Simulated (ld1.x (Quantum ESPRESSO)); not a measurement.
iodine (I): one change to a TM potential, before and after

| Property | Result |
| --- | --- |
| Element | iodine (I) |
| Generator | ld1.x (Quantum ESPRESSO) 7.5 |
| Type | norm-conserving Troullier–Martins (Kleinman–Bylander form) |
| Functional | PBE |
| Relativity | fully relativistic |
| Frozen core | [Kr] 4d10 |
| Valence charge | 7 |
| Reference configuration | 5s2 5p4 (charge +1) |
| Partial waves | 5p (bound): rc 2.05 bohr; 5d channel at 0.45 Ry: rc 2.10 bohr; 5s (bound): rc 1.55 bohr |
| Local potential | the s channel |
| Core correction | Bessel-smoothed model core inside 0.70 bohr |

Open shells are filled in proportion to 2j + 1 (rel_dist='average').

All-electron outer shells of the reference configuration (PBE, scalar-relativistic, ld1.x):

| shell | level (eV) | outermost node (bohr) | outermost maximum (bohr) |
| --- | --- | --- | --- |
| 5s | -26.25 | 0.88 | 1.70 |
| 5p | -15.35 | 0.96 | 1.97 |

Change: all radii but the core radius scaled by about 1.23 (s 1.90, p 2.52, d 2.58 bohr).

Cutoffs: the cutoffs (Ry, on a coarse ladder) from which the occupation-weighted sum of valence levels, in a spherical-Bessel basis at the reference potential, stays within 10 and 1 mRy of its value at 400 Ry; they do not see the model core or the augmentation charge, which bear on the density cutoff. Errors are all-electron minus pseudo energies relative to the spin-unpolarised reference configuration.

Q: Predict the effect on cutoff, ghosts and configuration errors.

A: The potential gets softer (35 Ry and 70 Ry → 30 Ry and 50 Ry); of the 7 tests that both files solve, the error grows in 3 and shrinks in 2 by more than 15 % and 0.3 meV (median size 9.2 → 2.7 meV); neither file shows a bound ghost. A larger radius leaves more room for a smooth pseudo-wave, so fewer plane waves are needed.

| quantity | base | changed |
| --- | --- | --- |
| cutoff, loose | 35 Ry | 30 Ry |
| cutoff, tight | 70 Ry | 50 Ry |
| loose cutoff by channel (10 mRy a level) | p 15 Ry, s 30 Ry | p 12 Ry, s 25 Ry |
| bound ghosts | none | none |
| error for 5s2 5p5, meV [ΔE -11.16 eV] | -0.1 | -0.2 |
| error for 5s2 5p3, meV [ΔE 19.88 eV] | -2.8 | -4.7 |
| error for 5s2 5p2, meV [ΔE 49.24 eV] | -21 | -36 |
| error for 5s1 5p6, meV [ΔE -0.79 eV] | -9.2 | -1.8 |
| error for 5s1 5p5, meV [ΔE 10.93 eV] | -12 | -2.7 |
| error for 5s2 5p1, meV [ΔE 88.70 eV] | -78 | -135 |
| error for 5s2 5p4.5, meV [ΔE -6.61 eV] | -0.1 | -0.2 |
